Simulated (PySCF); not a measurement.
Shapes and spin states of ReOI₂

Computed with PBE0 in PySCF with Re def2-SVP with ECP60, O def2-SVP, I def2-SVP with ECP28; scalar-relativistic core potentials, no spin–orbit coupling; density-fitted integrals.

Relaxations began from a few typed shapes and spin states; open shells are unrestricted. The search is not exhaustive: other isomers or separated fragments can lie lower, and high-lying points may rest on an excited occupation.

| spin | group | bonds | angles | imaginary modes (cm⁻¹) | ΔE (kJ/mol) | ΔE with ZPE (kJ/mol) |
| --- | --- | --- | --- | --- | --- | --- |
| doublet | C2v | Re–I 2.563 Å (×2), Re–O 1.646 Å | I–Re–I 124.3°, I–Re–O 117.8° (×2) | none | 0.0 | 0.0 |
| doublet | C2v | Re–I 2.596 Å (×2), Re–O 1.651 Å | I–Re–I 117.7°, I–Re–O 121.1° (×2) | none | 27.8 | 27.8 |
| quartet | C2v | Re–I 2.594 Å (×2), Re–O 1.703 Å | I–Re–I 130.9°, I–Re–O 114.5° (×2) | none | 33.7 | 32.8 |
| quartet | C2v | Re–I 2.594 Å (×2), Re–O 1.703 Å | I–Re–I 131.2°, I–Re–O 114.4° (×2) | none | 33.9 | 32.9 |
| quartet | C2v | Re–I 2.638 Å (×2), Re–O 1.700 Å | I–Re–I 93.9°, I–Re–O 133.1° (×2) | none | 103.5 | 103.3 |

The lowest minimum found is the doublet C2v: Re–I 2.563 Å (×2), Re–O 1.646 Å; I–Re–I 124.3°, I–Re–O 117.8° (×2).

Formally Re is in oxidation state +4, d3, with 1 unpaired electron (the high-spin count would be 3). The Mulliken spin on Re is 0.95. The polar-tensor charge on Re, 1.26, is far below the formal one.

For the lowest minimum: other spin states or occupations of the open shell can lie lower. No spin–orbit coupling is included, which matters more the heavier the element.
